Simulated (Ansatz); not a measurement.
Ideal-gas functions of Br4Si, SMILES `Br[Si](Br)(Br)Br` at 298.15 K and 1 bar, from an Ansatz frequency run at PBE0-D4/def2-TZVP.

Molar mass 347.7 g/mol, point group Td (symmetry number 12), electronic degeneracy 1, moments of inertia 1025.652, 1025.653, 1025.659 u Å². Harmonic wavenumbers (cm⁻¹, unscaled): 85, 85, 134, 134, 134, 249, 498, 498, 498.

Use S(trans) = R[1.5 ln M + 2.5 ln T − 1.1517]; rotational temperatures θ = 24.2544 K / I; S(rot) = R[ln(√π/σ · √(T³/θAθBθC)) + 1.5]; for each mode x = 1.438777 ν̃/T, S = R[x/(eˣ − 1) − ln(1 − e⁻ˣ)] and H = RT x/(eˣ − 1); 1 cm⁻¹ = 0.0119627 kJ/mol; R = 8.31446 J/(mol·K).

Q: By hand: the entropy, in J/(mol·K).

A: Translation 181.8. Rotation: θ = 0.0236, 0.0236, 0.0236 K, giving 114.4. Vibration, mode by mode: 15.78, 15.78, 12.08, 12.08, 12.08, 7.27, 2.77, 2.77, 2.77, in all 83.4. Electronic 0.0. Sum 379.6 J/(mol·K).

Q: By hand: H − E and G − E in kJ/mol, counted from the electronic energy.

A: Zero-point energy ½ × 2315 × 0.0119627 = 13.8; thermal vibration 12.4; translation, rotation and pV give 4 RT = 9.9. H − E = 36.1 kJ/mol, and G − E = 36.1 − 298.15 × 379.6/1000 = -77.1 kJ/mol.

Vibration gives 22 % of the entropy, 67.8 J/(mol·K) of it from the modes under 150 cm⁻¹: soft modes count most, and the harmonic formula is weakest for them.
